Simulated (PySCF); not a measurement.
# Radial density of C (carbon, neutral)

LC-wPBE, [He] 2s1 2p3, high-spin 5S determinant (an excited configuration). Calculation: PySCF 2.14, in dyall-acv3z; no relativity, point nucleus.

```json
{"r (bohr)": "0.00362", "4πr²ρ (e/bohr)": "0.01974", "4πr²(ρα − ρβ)": "0.0005"}
{"r (bohr)": "0.00608", "4πr²ρ (e/bohr)": "0.05424", "4πr²(ρα − ρβ)": "0.0013"}
{"r (bohr)": "0.0102", "4πr²ρ (e/bohr)": "0.1459", "4πr²(ρα − ρβ)": "0.0034"}
{"r (bohr)": "0.0172", "4πr²ρ (e/bohr)": "0.3798", "4πr²(ρα − ρβ)": "0.0088"}
{"r (bohr)": "0.0289", "4πr²ρ (e/bohr)": "0.9330", "4πr²(ρα − ρβ)": "0.0215"}
{"r (bohr)": "0.0487", "4πr²ρ (e/bohr)": "2.084", "4πr²(ρα − ρβ)": "0.0480"}
{"r (bohr)": "0.0819", "4πr²ρ (e/bohr)": "3.975", "4πr²(ρα − ρβ)": "0.0908"}
{"r (bohr)": "0.138", "4πr²ρ (e/bohr)": "5.844", "4πr²(ρα − ρβ)": "0.1349"}
{"r (bohr)": "0.232", "4πr²ρ (e/bohr)": "5.667", "4πr²(ρα − ρβ)": "0.1699"}
{"r (bohr)": "0.390", "4πr²ρ (e/bohr)": "3.064", "4πr²(ρα − ρβ)": "0.3946"}
{"r (bohr)": "0.655", "4πr²ρ (e/bohr)": "1.707", "4πr²(ρα − ρβ)": "1.2773"}
{"r (bohr)": "1.10", "4πr²ρ (e/bohr)": "2.301", "4πr²(ρα − ρβ)": "2.2893"}
{"r (bohr)": "1.85", "4πr²ρ (e/bohr)": "1.591", "4πr²(ρα − ρβ)": "1.5907"}
{"r (bohr)": "3.12", "4πr²ρ (e/bohr)": "0.3432", "4πr²(ρα − ρβ)": "0.3432"}
{"r (bohr)": "5.25", "4πr²ρ (e/bohr)": "0.01584", "4πr²(ρα − ρβ)": "0.0158"}
{"r (bohr)": "8.82", "4πr²ρ (e/bohr)": "4.900e-05", "4πr²(ρα − ρβ)": "0.0000"}
```
